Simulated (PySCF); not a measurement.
Hf(I)2(NH2)2 (H4HfI2N2), SMILES [NH2][Hf]([I])([NH2])[I], multiplicity 1.

Coordinates come from a B3LYP-D3(BJ)/def2-SVP optimisation. The spin state was assumed, not searched. The def2 effective core potentials stand for the cores of Hf, I; spin–orbit coupling is left out. One conformer was computed; it need not be the lowest.

These are PySCF with B3LYP/def2-TZVP values and carry that method's errors.

Computed frontier levels, gap, dipole moment and polarisability:
```json
{
  "highest_occupied_level": "-7.05 eV",
  "lowest_empty_level": "-1.63 eV",
  "orbital_gap": "5.41 eV",
  "dipole_moment": "3.37 D",
  "quadrupole, principal values (traceless, Buckingham form, about the centre of nuclear charge)": "-12.77, 3.44, 9.33 D·Å",
  "mean_static_polarisability": "125.8 bohr³ (18.64 Å³)",
  "polarisability_principal_values": "105.0, 120.4, 151.9 bohr³"
}
```
